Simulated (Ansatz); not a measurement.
Cost and result up the ladder for `c1coc(-c2ccc(-c3ccc(-c4ccc(-c5ccc(-c6ccco6)o5)o4)o3)o2)c1` (44 atoms). Total charge 0; singlet. Geometry: r2SCAN-D4/def2-SVP.

```xyz
44

C    -4.729    2.679    7.835
C    -5.946    2.173    7.464
O    -5.861    1.584    6.243
C    -4.572    1.711    5.820
C    -4.253    1.155    4.541
C    -4.996    0.483    3.590
C    -4.106    0.184    2.525
C    -2.874    0.692    2.893
C    -1.595    0.712    2.262
C    -0.366    1.224    2.638
C     0.530    0.929    1.580
C    -0.205    0.256    0.621
C     0.130   -0.292   -0.652
C    -0.597   -0.966   -1.617
C     0.308   -1.255   -2.670
C     1.533   -0.741   -2.284
C     2.818   -0.713   -2.902
C     4.041   -0.199   -2.514
C     4.945   -0.488   -3.567
C     4.220   -1.161   -4.534
C     4.576   -1.705   -5.811
C     5.766   -1.743   -6.514
C     5.483   -2.427   -7.733
C     4.154   -2.754   -7.689
O     3.598   -2.322   -6.530
O     2.927   -1.297   -4.128
O     1.426   -0.155   -1.057
O    -1.499    0.123    1.035
O    -2.963    1.283    4.120
C    -3.829    2.382    6.768
H    -4.503    3.203    8.762
H    -6.927    2.149    7.932
H    -6.054    0.243    3.665
H    -4.325   -0.338    1.596
H    -0.155    1.746    3.568
H     1.588    1.172    1.511
H    -1.654   -1.213   -1.557
H     0.106   -1.776   -3.604
H     4.246    0.321   -1.580
H     6.003   -0.236   -3.618
H     6.720   -1.330   -6.190
H     6.179   -2.648   -8.541
H     3.482   -3.271   -8.371
H    -2.770    2.624    6.695
```

Ansatz on 2 threads of AMD EPYC 7R13 on a shared host and a share (18 GiB) of an NVIDIA H100 80GB HBM3. Times are rough, and most runs start from the orbitals of an earlier one. PBE0-D4/def2-TZVP serves as the yardstick here, not as an exact answer. Differences are given only for rows in sets of like size (and for xTB, whose basis is part of the method), since another set adds its own error. Binding counts from free atoms at the same level (C triplet, O triplet, H doublet; other spins of the atoms weren't run), without zero-point energy or a counterpoise term.

Single mean-field runs in def2-SVP, def2-TZVP are fitted with def2-universal-jkfit.

```
                          level  functions  binding energy per atom (eV)  difference from PBE0-D4/def2-TZVP (eV)
            r2SCAN-D4/def2-TZVP       1014                          5.38                                   -0.05
 PBE-D4/def2-TZVP (with forces)       1014                          5.60                                    0.17
                PBE-D4/def2-SVP        490                          5.71                                       –
PBE0-D4/def2-TZVP (with forces)       1014                          5.43                                    0.00
               PBE0-D4/def2-SVP        490                          5.54                                       –
```

Q: Estimate how long each takes.

A: PBE0-D4/def2-SVP 3.3 s; PBE-D4/def2-SVP 3.4 s; r2SCAN-D4/def2-TZVP 6.5 s; PBE-D4/def2-TZVP (with forces) 8.1 s; PBE0-D4/def2-TZVP (with forces) 8.5 s. On shared hardware such times vary by a factor of up to 3.
